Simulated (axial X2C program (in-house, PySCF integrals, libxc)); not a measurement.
# Levels of HfN by electron attachment to HfN⁺ (EOM-EA-CCSD)

Calculated with an axial X2C code built on PySCF integrals: two-component X2C with atomic mean-field Coulomb and Gaunt terms, Gaussian nuclei, basis Hf dyall-acv3z, N dyall-av3z with contracted cores.

R = 1.704 Å (near the PBE0 minimum at charge 0 of the determinant lowest at the starting distance; the state shown can have its own minimum elsewhere).

Hartree–Fock spinors of HfN⁺ (one of each Kramers pair; a window near the gap, which can cut inner shells):

```json
{"ω": "1/2", "occupied": "yes", "ε (eV)": "-29.28", "character": "60% N s, 17% Hf d, 10% Hf p"}
{"ω": "1/2", "occupied": "yes", "ε (eV)": "-15.41", "character": "55% N p, 36% Hf d, 3% Hf p"}
{"ω": "3/2", "occupied": "yes", "ε (eV)": "-15.29", "character": "55% N p, 38% Hf d, 3% Hf f"}
{"ω": "1/2", "occupied": "yes", "ε (eV)": "-15.15", "character": "59% N p, 27% Hf d, 6% Hf p"}
{"ω": "1/2", "occupied": "no", "ε (eV)": "-6.52", "character": "61% Hf s, 12% N p, 12% Hf p"}
{"ω": "1/2", "occupied": "no", "ε (eV)": "-4.27", "character": "64% Hf p, 23% Hf d, 12% N p"}
{"ω": "3/2", "occupied": "no", "ε (eV)": "-4.11", "character": "80% Hf d, 12% Hf p, 3% N d"}
{"ω": "3/2", "occupied": "no", "ε (eV)": "-4.04", "character": "53% Hf p, 35% Hf d, 10% N p"}
{"ω": "5/2", "occupied": "no", "ε (eV)": "-3.96", "character": "93% Hf d, 4% N d"}
{"ω": "1/2", "occupied": "no", "ε (eV)": "-3.40", "character": "44% Hf p, 36% Hf d, 9% N p"}
```

Levels of HfN obtained by attaching an electron to HfN⁺:

| Ω | binding energy (eV) | above lowest (cm⁻¹) | attached spinor | one-particle weight |
| --- | --- | --- | --- | --- |
| 1/2 | 7.350 | 0 | 60% Hf sσ, 12% N pσ, 10% Hf dσ | 0.97 |
| 3/2 | 5.272 | 16762 | 94% Hf dδ | 0.96 |
| 5/2 | 5.039 | 18646 | 94% Hf dδ | 0.96 |
| 1/2 | 4.715 | 21254 | 62% Hf pπ, 22% Hf dπ, 12% N pπ | 0.97 |
| 3/2 | 4.426 | 23585 | 65% Hf pπ, 21% Hf dπ, 13% N pπ | 0.98 |
| 1/2 | 3.625 | 30045 | 43% Hf pσ, 34% Hf dσ, 9% N pσ | 0.97 |
| 1/2 | 2.231 | 41288 | 78% Hf sσ, 10% Hf pσ, 9% Hf dσ | 0.99 |
| 1/2 | 1.801 | 44757 | 79% Hf pπ, 12% Hf dπ | 0.98 |

What is the splitting of the first π pair in the table, and is it regular or inverted?

E(3/2) − E(1/2) = 23585 − 21254 = 2331 cm⁻¹ at EOM-EA-CCSD: regular, Ω = 1/2 lower. Splittings at this level can be off by ten to twenty per cent.

This point took 31 s on 1 thread of Arm Neoverse V1 (shared host).

Reference electrons by ω block (each with its −ω partner): 1/2: 23, 3/2: 11, 5/2: 4, 7/2: 1. 16 electrons of HfN⁺ correlated (inner shells frozen), 88 natural virtual spinors (a truncated set); levels can be off by some tenths of an eV. Roots sought by Ω: (1/2: 5, 3/2: 4, 5/2: 2, 7/2: 1); the list ends where they run out and leaves out roots under 60 % one-particle weight. The solver can skip a root, and states that need a further excitation, which the method places far too high, are missing though they may lie low or lowest. T1 of the reference 0.032 (Lee–Taylor). The reference was not checked to be the lowest state of its species. Number of frozen shells: Hf 4 s, 3 p, 2 d, 1 f; N 1 s. Large amplitudes in the reference (orbital relaxation or multireference character) lower the reliability.
